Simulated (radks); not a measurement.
Question: The mean radii <r> (bohr) of the occupied orbitals of an atom or ion are listed with their occupations. All-electron calculation, Dirac Kohn-Sham, PBE, spin-unpolarised, spherical densities, point nucleus. Program: a radial shooting solver on a logarithmic mesh with Libxc functionals.

| orbital | occ. | <r> |
|---|---|---|
| 1s1/2 | 2 | 0.02609 |
| 2s1/2 | 2 | 0.1097 |
| 2p1/2 | 2 | 0.09213 |
| 2p3/2 | 4 | 0.09771 |
| 3s1/2 | 1 | 0.2631 |

Name the element and its charge. Open shells, if any, fill j = l - 1/2 first.

Answer: Z = 55, caesium, charge +44: Cs44+ in [Ne] 3s1. The 1s radius gives Z: for a bare nucleus <r> = (2 gamma + 1)/(2Z) with gamma = sqrt(1 - (Z/c)^2), 0.02574 bohr for Z = 55, and screening makes it slightly larger (0.02609 here). The occupations add up to 11, and the charge is Z minus that.
